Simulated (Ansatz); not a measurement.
Cartesian coordinates in Å:
```
C -1.7833 -0.6096 -0.5334
Ge 0.0000 0.0000 0.0000
C 1.0855 -1.5417 0.5303
C -0.1576 1.2378 1.5097
C 0.8554 0.9135 -1.5067
H -1.7182 -1.3002 -1.3766
H -2.2776 -1.1245 0.2929
H -2.4065 0.2360 -0.8312
H 2.0858 -1.2235 0.8308
H 1.1851 -2.2461 -0.2980
H 0.6263 -2.0653 1.3712
H 0.8272 1.5880 1.8253
H -0.6355 0.7486 2.3609
H -0.7576 2.1074 1.2339
H 0.2656 1.7779 -1.8183
H 1.8527 1.2616 -1.2303
H 0.9528 0.2400 -2.3606
```

Total charge 0; spin multiplicity 1.

Task: List the CAM-B3LYP/def2-TZVPP orbital energies in eV (the Gaussian-basis code of Ansatz). (An estimate is asked.)

Result: Computed: Occupied: -10851.20, -1355.43, -1206.38, -1206.38, -1206.38, -278.13, -278.13, -278.13, -278.13, -170.28, -120.57, -120.57, -120.57, -34.16, -34.16, -34.16, -34.09, -34.09, -21.77, -20.49, -20.49, -20.49, -14.75, -13.00, -13.00, -13.00, -12.57, -12.57, -12.19, -12.19, -12.19, -9.42, -9.42, -9.42. Lowest empty: 1.58, 2.81, 2.81, 2.81, 3.53, 3.53, 3.53, 4.08.
